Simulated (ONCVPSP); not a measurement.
## thulium (Tm): one change to an ONCV potential, before and after

thulium, optimised norm-conserving Vanderbilt (ONCV), made with ONCVPSP 4.0.1 (LDA (Perdew-Zunger), fully relativistic). Core [Kr] 4d10 4f12, reference 5s2 5p6 5d1 6s1 (charge +1). Waves: 5s+6s: rc 1.90 bohr, ncon 5, nbas 9, qcut 6.8 1/bohr, 3 projectors, debl 0.9 Ha; 5p: rc 1.45 bohr, ncon 3, nbas 6, qcut 6.7 1/bohr, 2 projectors, debl 0.5 Ha; 5d: rc 2.55 bohr, ncon 4, nbas 8, qcut 6.3 1/bohr, 1 projector. Local part: polynomial inside 1.35 bohr (lpopt 1, dvloc0 3 Ha). Core correction: none.

Open shells are filled in proportion to 2j + 1.

In the p channel the program set the typed energies aside and used -1.303, 0.250 Ha (j = l + 1/2; the other j can differ).

All-electron outer shells of the reference configuration (LDA (Perdew-Zunger), scalar-relativistic, ld1.x):

| shell | level (eV) | outermost node (bohr) | outermost maximum (bohr) |
| --- | --- | --- | --- |
| 5s | -64.52 | 0.59 | 1.08 |
| 5p | -37.21 | 0.63 | 1.24 |
| 4f | -16.47 | – | 0.49 |
| 6s | -10.22 | 1.46 | 2.98 |
| 5d | -8.31 | 0.71 | 1.83 |

Change: all radii scaled by about 0.87 (s 1.66, p 1.26, d 2.22 bohr); local potential polynomial inside 1.18 bohr (lpopt 1, dvloc0 3 Ha).

Cutoffs: the cutoffs (Ha) at which the residual kinetic energy of the hardest occupied pseudo-wave falls to 1 and 0.1 mHa per electron; they do not see the model core or the augmentation charge, which bear on the density cutoff. Errors are all-electron minus pseudo energies relative to the spin-unpolarised reference configuration.

Q: How do hardness, ghosts and transferability respond?

A: The potential gets harder (20 Ha and 49 Ha → 32 Ha and 72 Ha); the errors of the 4 common tests hardly move; neither file shows a bound ghost. A smaller radius makes the pseudo-wave follow the all-electron one further in, where it bends more sharply, so more plane waves are needed.

```tsv
quantity	base	changed
cutoff, loose	20 Ha	32 Ha
cutoff, tight	49 Ha	72 Ha
loose cutoff by channel	s 18 Ha, p 20 Ha, d 11 Ha	s 20 Ha, p 32 Ha, d 11 Ha
bound ghosts	none	none
GHOST(+) flags under 300 eV	none	none
error for 5s2 5p6 5d1 6s2, meV [ΔE -7.36 eV]	+2.6	+2.7
error for 5s2 5p6 5d1 6s0, meV [ΔE 13.22 eV]	+10	+10
error for 5s2 5p6 5d0 6s0, meV [ΔE 33.42 eV]	-25	-26
error for 5s1 5p6 5d1 6s2, meV [ΔE 56.31 eV]	-343	-305
```
